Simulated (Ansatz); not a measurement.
A run for Ansatz (a first-principles code): R-B3LYP/def2-TZVPPD on C3H4O (a complex), monomers drawn apart or pushed together. Files ending in .json are basis or fitting sets from the Basis Set Exchange.

Ansatz 0.2 input:
```yaml
crystal:
  periodic: [false, false, false]
  atoms:
    - {symbol: C, position_ang: [-0.03225507, 0.66755394, 0.03665717]}
    - {symbol: C, position_ang: [-0.07813684, -0.65584861, 0.00335172]}
    - {symbol: H, position_ang: [0.58370793, 1.23466737, -0.65075066]}
    - {symbol: H, position_ang: [-0.61179920, 1.23759175, 0.75271224]}
    - {symbol: H, position_ang: [-0.69655315, -1.21954141, 0.69125083]}
    - {symbol: H, position_ang: [0.49840603, -1.22846040, -0.71310154]}
    - {symbol: C, position_ang: [-0.32252875, -0.07881951, 4.05128596]}
    - {symbol: O, position_ang: [0.68272868, -0.00582443, 4.55056268]}
basis:
  gaussian:
    orbitals: def2-TZVPPD.json
hamiltonian:
  xc: {name: B3LYP}
scf: {lower_state_search: off}
```

The log:

```
WARN ansatz: RAYON_NUM_THREADS=1 ignored (pool sized by the plan → 1); use --threads N
Functional definition: B3LYP
these checks for a lower state are left out or cut short: stability, starts, cluster_reference, orbital_swaps, neighbouring_geometries, increment
integrals: 0.09 GiB planned
942 factors; their error is unknown
mean field: 0.95 GiB planned
mean field evaluation 1: about -5216.3012 eV, gradient 6.2e1 eV
mean field evaluation 2: about -5207.4459 eV, gradient 9.1e1 eV
mean field evaluation 4: about -5224.2294 eV, gradient 4.6e0 eV
mean field evaluation 8: about -5224.2730 eV, gradient 2.6e-2 eV
mean field evaluation 16: about -5224.2694 eV, gradient 2.6e-5 eV
mean field -5224.26935746 eV, -191.9883577499 hartree, gradient 6.5e-6 eV, S^2 0.000000; 0 other end points of the search recorded, 0 dependent functions left out
reference -5224.26964965 eV, -191.9883684873 hartree; 15, 15 occupied and 204, 204 virtual orbitals, 942 factors
Total energy: -5224.26964965 eV, -191.9883684873 hartree
Checks for a lower state left out: stability, starts, cluster_reference, orbital_swaps, neighbouring_geometries, increment
```

The calculation finished and met its thresholds.

Cost: about 4 core-seconds (a rough figure).
